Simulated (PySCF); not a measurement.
## Continuum solvent and chemical shifts

Structure with atom numbers: `[cH:1]1[cH:2][n:3][c:4]2[n:5][cH:6][cH:7][cH:8][c:9]2[cH:10]1`. Hydrogens are named by the atom that carries them.

GIAO PBE0/pcSseg-1 in PySCF on one PBE0-D3(BJ)/def2-SVP conformer, non-relativistic, equivalent nuclei averaged. Solvents enter as an IEF-PCM continuum (chloroform with ε = 4.7, acetone with ε = 20.5) around the gas-phase geometry. Shifts are referred to TMS computed in the same medium.

Gas phase, δ in ppm: C4 159.7, C2/C6 158.6, C8/C10 142.4, C1/C7 126.5, C9 125.3, H(C2)/H(C6) 9.40, H(C8)/H(C10) 8.19, H(C1)/H(C7) 7.46. Dipole moment 4.30 D.

Question: How does each δ change in the continuum?

Answer: 
```json
{"atoms": "C4", "environment": "ring-fusion aromatic carbon", "Δδ, chloroform": "+0.1", "Δδ, acetone": "0.0"}
{"atoms": "C2/C6", "environment": "aromatic CH next to a ring nitrogen", "Δδ, chloroform": "+1.7", "Δδ, acetone": "+2.3"}
{"atoms": "C8/C10", "environment": "aromatic CH", "Δδ, chloroform": "+3.3", "Δδ, acetone": "+4.7"}
{"atoms": "C1/C7", "environment": "aromatic CH", "Δδ, chloroform": "+2.2", "Δδ, acetone": "+3.1"}
{"atoms": "C9", "environment": "ring-fusion aromatic carbon", "Δδ, chloroform": "+1.6", "Δδ, acetone": "+2.3"}
{"atoms": "H(C2)/H(C6)", "environment": "hydrogen on an aromatic CH next to a ring nitrogen", "Δδ, chloroform": "+0.01", "Δδ, acetone": "0.00"}
{"atoms": "H(C8)/H(C10)", "environment": "hydrogen on an aromatic CH", "Δδ, chloroform": "+0.38", "Δδ, acetone": "+0.54"}
{"atoms": "H(C1)/H(C7)", "environment": "hydrogen on an aromatic CH", "Δδ, chloroform": "+0.32", "Δδ, acetone": "+0.45"}
```

Changes are relative to the gas phase. The dipole moment becomes 5.59 D in chloroform, 6.13 D in acetone.

Question: Which nuclei move most (in ppm), and what does the model miss?

Answer: C8/C10 (aromatic CH, +4.7 ppm) in acetone. A continuum only polarises the solute; specific hydrogen bonds, the anisotropy of aromatic solvents and changes of geometry or conformer are outside it.
